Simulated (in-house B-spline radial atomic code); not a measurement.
Configurations of Ru III (Ru2+), with energies counted from [Kr] 4d6. All numbers are computed (scalar-relativistic (X2C) BHandHLYP, spin-polarised, spherical fractional occupations, exact exchange averaged over the configuration; Fermi nucleus of rms radius 4.4809 fm) with a B-spline radial code for spherical atoms, not measured. Shells without spins written out take the highest spin.

Occupations are held fixed; configurations that lie above the ionisation limit could autoionise.

```json
{"configuration": "[Kr] 4d5 5s1", "E - E(ref) (eV)": "3.4149", "highest orbital": "5s up", "its <r> (bohr)": "2.652"}
{"configuration": "[Ar] 3d10 4s2 4p5 4d6 5s1", "E - E(ref) (eV)": "47.214", "highest orbital": "5s up", "its <r> (bohr)": "2.635"}
{"configuration": "[Ar] 3d10 4s2 4p5 4d6 4f1", "E - E(ref) (eV)": "64.056", "highest orbital": "4f up", "its <r> (bohr)": "5.156"}
{"configuration": "[Ar] 3d10 4s2 4p5 4d6 5f1", "E - E(ref) (eV)": "66.784", "highest orbital": "5f up", "its <r> (bohr)": "9.008"}
```

Q: Order these further configurations by energy, lowest first.
A. [Ar] 3d10 4s2 4p5 4d7
B. [Kr] 4d5 4f1
C. [Kr] 4d5 5p1
D. [Kr] 4d5 5f1
E. [Ar] 3d10 4s2 4p5 4d6 5d1

A: C (9.554 eV), B (20.066 eV), D (22.769 eV), A (43.608 eV), E (60.82 eV).
